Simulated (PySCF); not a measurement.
**As (arsenic, neutral) across methods**

[Ar] 3d10 4s1 4p3 4d1, high-spin 6D determinant (an excited configuration). Computed with PySCF 2.14 in aug-cc-pwCVTZ-PP with ECP10MDF (8s7p6d4f1g, 96 functions), with scalar relativity through the core potential. The B2PLYP total includes its PT2 part (frozen core); its orbital energies are those of the SCF part.

```csv
method,E (hartree),mean ε 4s α (eV),mean ε 4p α (eV),mean ε 4d α (eV),Σ⟨r²⟩ (bohr²),⟨S²⟩
PBEsol,-331.5336,-19.318,-9.187,0.344,54.03,8.751
UHF,-330.73062,-27.515,-14.087,-1.348,53.58,8.752
r2SCAN,-331.7579,-20.323,-9.707,0.357,53.78,8.752
LDA,-331.3444,-19.465,-9.259,0.347,54.07,8.751
PBE,-331.8680,-19.285,-9.179,0.304,54.09,8.751
wB97X-V,-331.8198,-24.191,-12.729,-1.429,53.48,8.751
B2PLYP,-331.4728,-23.612,-11.645,-0.426,53.92,8.751
```

Task: Estimate the same row for PBE0.

Result: E (hartree) = -331.8410; mean ε 4s α (eV) = -21.504; mean ε 4p α (eV) = -10.529; mean ε 4d α (eV) = -0.162; Σ⟨r²⟩ (bohr²) = 53.76; ⟨S²⟩ = 8.751.

Energies and moments cover only the electrons outside the core potential. The outer electron is Rydberg-like, and this basis confines it to a smaller radius and binds it less than a complete one would.

The highest occupied level is positive at PBEsol, r2SCAN, LDA, PBE: only the finite basis holds that electron, which in a density functional comes from self-interaction.
